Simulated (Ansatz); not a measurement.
Reaction (cleavage of the B–Si bond): `C[SiH2]B(F)S` + H₂S → `FB(S)S` + `C[SiH3]`

Isolated molecules relaxed with PBE0-D4/def2-TZVP in Ansatz; ΔE leaves out vibrations. CBS: MP2 limit from def2 TZ/QZ plus the TZ coupled-cluster correction, frozen cores. This one scheme is used for every species. DFT in def2-TZVPP. Each species was taken in one conformer, which may not be the lowest.

`C[SiH2]B(F)S`:

```xyz
11

C    -0.118    1.487   -0.255
Si    0.704    0.080    0.673
B    -0.029   -1.736    0.136
F     0.446   -2.843    0.700
S    -1.326   -1.991   -1.092
H     0.035    1.390   -1.333
H     0.297    2.448    0.054
H    -1.193    1.512   -0.061
H     0.508    0.254    2.141
H     2.174    0.090    0.419
H    -1.497   -0.691   -1.381
```

H₂S:

Cartesian coordinates in Å:
```
S -0.276 0.551 0.060
H 0.559 0.024 -0.847
H -0.283 -0.575 0.788
```

`FB(S)S`:

Z-matrix (Å, degrees):
```
B
S 1 1.805
S 1 1.805 2 119.0
F 1 1.328 2 120.5 3 180.0
H 2 1.343 1 94.6 3 -180.0
H 3 1.343 1 94.6 2 180.0
```

`C[SiH3]`:

Cartesian coordinates in Å:
```
C 0.424 -0.028 0.891
Si -0.379 0.025 -0.797
H 1.492 0.186 0.819
H 0.305 -1.014 1.346
H -0.026 0.710 1.558
H -0.214 1.369 -1.416
H -1.836 -0.265 -0.697
H 0.234 -0.983 -1.704
```

| level | ΔE (eV) |
| --- | --- |
| r2SCAN-D4 | -0.87 |
| CCSD/def2-SVP | -0.96 |

Q: What does CCSD(T)/CBS give? (Best estimate.)

A: Ansatz gave: -0.82 eV. The listed levels differ from it by -0.05, -0.14 eV.

Largest T1 diagnostic among the species: 0.013.

At CCSD(T), def2-SVP lies −0.13 eV from the extrapolated value and def2-TZVPP −0.01 eV. From BLYP to BHLYP (50 % exact exchange), in def2-TZVPP and without D4, ΔE moves by −0.05 eV. Leaving LDA and LC-ωPBE aside and taking each functional with its dispersion term where it has one, the values, not all of them listed here, spread over 0.10 eV, from B97M-V to PBE-D4.
